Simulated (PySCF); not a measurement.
# Dipole response of Sb⁺ (antimony, charge +1)

[Kr] 4d10 5s2 5p2, high-spin 3P determinant. Computed with PySCF 2.14 in aug-cc-pwCVQZ-PP with ECP28MDF (10s10p8d6f4g1h, 169 functions), with a scalar-relativistic core potential. Coupled (time-dependent) response in atomic units; α is the mean over directions.

```
method  mean α (bohr³)         α xx, yy, zz  C₆ (like pair)  S(−4)
  BP86           25.19  22.93, 26.33, 26.33           207.7  170.4
```

S(−4) is the Cauchy moment in α(ω) = α(0) + S(−4) ω² + …

Spin-orbit coupling is absent.

α(iu) at BP86:

| u (hartree) | α(iu) (bohr³) |
| --- | --- |
| 0 | 25.19 |
| 0.0500 | 24.78 |
| 0.100 | 23.62 |
| 0.200 | 20.03 |
| 0.300 | 16.21 |
| 0.500 | 10.55 |
| 0.750 | 6.748 |
| 1.00 | 4.783 |
| 1.50 | 2.915 |
| 2.00 | 2.038 |
| 3.00 | 1.196 |
| 5.00 | 0.5599 |

A single London oscillator, α(iu) = α/(1 + u²/ω²), gives C₆ = (3/4) ω α². Matching the computed C₆ needs ω = 4 × 207.7 / (3 × 25.19²) = 0.436 hartree.

For an ion, C₆ is the dispersion term alone; charge-induced terms of lower order in 1/R come first.

The components differ because the open shell of this determinant is not spherical; for a pure term their mean is the scalar polarisability.

Energies and moments cover only the electrons outside the core potential.
